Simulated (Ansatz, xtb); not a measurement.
## Relative energy of two isomers of C5H6Ge

We compare I, `C#C[CH]([GeH3])C#C`, a singlet, with II, `C#CCC#[C][GeH3]`, a singlet. Both are isolated molecules in the gas phase, relaxed with r2SCAN-D4/def2-SVP.

I (Å):

```xyz
12

C     0.3222    4.0160   -0.6176
C    -0.1491    2.9486   -0.2786
C    -0.6662    1.6408    0.0975
C    -2.0549    1.4100   -0.2730
C    -3.1989    1.1733   -0.6072
Ge    0.4700    0.2306   -0.7699
H     0.7253    4.9678   -0.9094
H    -0.5417    1.4906    1.1872
H     0.3348    0.3956   -2.2851
H    -0.0473   -1.1400   -0.3138
H     1.9198    0.4467   -0.3166
H    -4.2153    0.9791   -0.8947
```

II (Å):

```xyz
12

C    -1.1379    4.8480   -0.1256
C    -0.9737    3.7570    0.3785
C    -0.7761    2.4430    0.9919
C    -0.5695    1.3647    0.0251
C    -0.3967    0.4616   -0.7788
Ge   -0.1306   -0.9275   -2.0377
H    -1.2829    5.8125   -0.5756
H     0.0893    2.4870    1.6802
H    -1.6489    2.2011    1.6276
H    -1.4577   -1.2251   -2.7448
H     0.3593   -2.1803   -1.3020
H     0.9188   -0.4808   -3.0617
```

Question: Estimate which is lower in electronic energy at CCSD(T)/def2-SVP + ΔMP2/def2-TZVPP, and by roughly how much.

Answer: The CCSD(T)/def2-SVP + ΔMP2/def2-TZVPP calculation puts structure II lower, by 6.9 kcal/mol.

Level by level:

```
                             level            geometry  E(II) − E(I) (kcal/mol)  departure from the last row (kcal/mol)  job, with rough time for the two
                          GFN2-xTB            GFN2-xTB                      −7.5                                    −0.7              optimisation, 0.13 s
                         HF/STO-3G            GFN2-xTB                     −16.1                                    −9.3              single point, 0.44 s
      r2SCAN-D4/def2-SVP//GFN2-xTB            GFN2-xTB                      −7.4                                    −0.5               single point, 2.5 s
                r2SCAN-D4/def2-SVP  r2SCAN-D4/def2-SVP                      −6.7                                    +0.2                optimisation, 31 s
                       HF/def2-SVP  r2SCAN-D4/def2-SVP                     −10.2                                    −3.3           part of the CCSD(T) run
                      MP2/def2-SVP  r2SCAN-D4/def2-SVP                      −6.8                                     0.0           part of the CCSD(T) run
                  CCSD(T)/def2-SVP  r2SCAN-D4/def2-SVP                      −7.5                                    −0.6                      single point
CCSD(T)/def2-SVP + ΔMP2/def2-TZVPP  r2SCAN-D4/def2-SVP                      −6.9                                                        single point, 39 s
```

As drawn, both hold the same kinds of bond in the same numbers.

The levels shown agree on the order. The largest departure from CCSD(T)/def2-SVP + ΔMP2/def2-TZVPP is that of HF/STO-3G, 9.3 kcal/mol. The last row adds to CCSD(T) the change of the MP2 difference between the two basis sets, here +0.6 kcal/mol.

With thermal terms from frequencies at re-optimised GFN2-xTB minima (ideal gas, soft modes damped towards free rotors, one conformer each, 298.15 K, 1 atm): on the last row, ΔE + ΔZPE = −5.8, ΔH = −5.8, ΔG = −6.3 kcal/mol.

The correlated steps freeze 14 core orbitals; the filled d shell of Ge is correlated, in a basis made for valence electrons. Run with Ansatz 0.2.0, xtb 6.7.1; the last row on 2 threads of Intel(R) Xeon(R) 6975P-C (Granite Rapids) on a shared host.
